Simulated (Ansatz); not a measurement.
Program: Ansatz. Geometries: PBE0-D4/def2-TZVP. ΔE: electronic, gas phase. CBS: MP2 limit from def2 TZ/QZ plus the TZ coupled-cluster correction, frozen cores. Functionals use def2-TZVPP. For Se outer-core shells are correlated without core-valence functions, which leaves a few kJ/mol of doubt a bond. Scalar relativity is left out up to krypton. One conformer a species, not always the lowest.

`C[SiH2]C[SiH2]Cl` + `B[SeH]` → `B[Se][SiH2]C` + `C[SiH2]Cl`  (ligand exchange at the Si–C bond)

```json
{"species": "`C[SiH2]C[SiH2]Cl`", "PBE0-D4 energy (Eh)": "-1120.46275"}
{"species": "`B[SeH]`", "PBE0-D4 energy (Eh)": "-2427.89381"}
{"species": "`B[Se][SiH2]C`", "PBE0-D4 energy (Eh)": "-2757.79603"}
{"species": "`C[SiH2]Cl`", "PBE0-D4 energy (Eh)": "-790.58236"}
```

Q: Work out ΔE.

A: ΔE = (-2757.79603) + (-790.58236) − (-1120.46275) − (-2427.89381) = -0.02183 Eh = -57.3 kJ/mol. CCSD(T)/CBS gives -57.4 kJ/mol.

Largest T1 diagnostic among the species: 0.013.
